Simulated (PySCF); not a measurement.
InO, SMILES [O]=[In], multiplicity 2.

The structure is a stationary point at PBE0-D3(BJ)/def2-TZVP. The def2 effective core potentials stand for the cores of In; spin–orbit coupling is left out.

Two levels are set side by side: PBE/def2-TZVPD (PySCF) and r2SCAN/def2-TZVPD (PySCF). Same geometry, gas phase. Differences are taken from unrounded values.

```
quantity                     r2SCAN
---------------------------  ------
α-spin orbital gap (eV)        4.65
β-spin orbital gap (eV)        1.55
dipole moment (D)              4.14
mean polarisability (bohr³)    53.3
```

### Question
What does PBE give, and how far is it from r2SCAN? (Estimate from the structure and the level; the computed values follow.)

### Answer

| quantity | PBE | PBE minus r2SCAN |
|---|---|---|
| α-spin orbital gap (eV) | 4.01 | -0.64 |
| β-spin orbital gap (eV) | 0.75 | -0.80 |
| dipole moment (D) | 4.25 | 0.11 |
| mean polarisability (bohr³) | 50.0 | -3.3 |

Rough cost on one machine, each run with all the roots and properties that it gave: r2SCAN against PBE about 3 times.
